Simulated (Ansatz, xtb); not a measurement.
C5H8N2: 5 structures ranked

5 gas-phase structures of C5H8N2, from a drawn sample of its isomers (lower ones may exist). Each was relaxed with GFN2-xTB:

A. `Cc1cncn1C`, a singlet
B. `Cc1cnc(C)[nH]1`, a singlet
C. `Cc1c[nH]c(C)n1`, a singlet
D. `Cc1cn(C)cn1`, a singlet
E. `Cc1nccn1C`, a singlet

Task: Estimate their order in r2SCAN-D4/def2-SVP energy at these geometries, lowest first.

Result: Calculated order at r2SCAN-D4/def2-SVP: C (0.000), B (0.019), E (0.327), A (0.370), D (0.393) eV. Less than 1 kcal/mol parts C and B; E and A; A and D, so the order within those pairs means little.

Energies above the lowest of each column, in eV; the last columns are at B3LYP/def2-SVP geometries:

| structure | GFN2-xTB | HF/STO-3G | r2SCAN-D4/def2-SVP | B3LYP/def2-SVP | CCSD(T)/def2-SVP + ΔMP2/def2-TZVPP |
| --- | --- | --- | --- | --- | --- |
| C | 0.030 | 0.045 | 0.000 | 0.000 | 0.000 |
| B | 0.005 | 0.000 | 0.019 | 0.013 | 0.024 |
| E | 0.000 | 0.201 | 0.327 | 0.316 | 0.305 |
| A | 0.024 | 0.230 | 0.370 | 0.353 | 0.348 |
| D | 0.062 | 0.273 | 0.393 | 0.332 | 0.339 |

CCSD(T)/def2-SVP + ΔMP2/def2-TZVPP puts C lowest, with B within 1 kcal/mol; GFN2-xTB picks E. CCSD(T)/def2-SVP + ΔMP2/def2-TZVPP orders those it was run on as C (0.000), B (0.024), E (0.305), D (0.339), A (0.348) eV. Less than 1 kcal/mol parts C and B; E and D; D and A, so the order within those pairs means little. Some further structures that were screened fall inside this span and aren't listed. ΔMP2 is the change of the MP2 energy from the smaller to the larger basis.

Over these structures GFN2-xTB departs from r2SCAN-D4/def2-SVP by 0.165 eV on average once a common shift is removed. A GFN2-xTB relaxation took about 0.062 s and the r2SCAN-D4/def2-SVP energy about 1.5 s on a shared host (Ansatz 0.2.0, xtb 6.7.1).
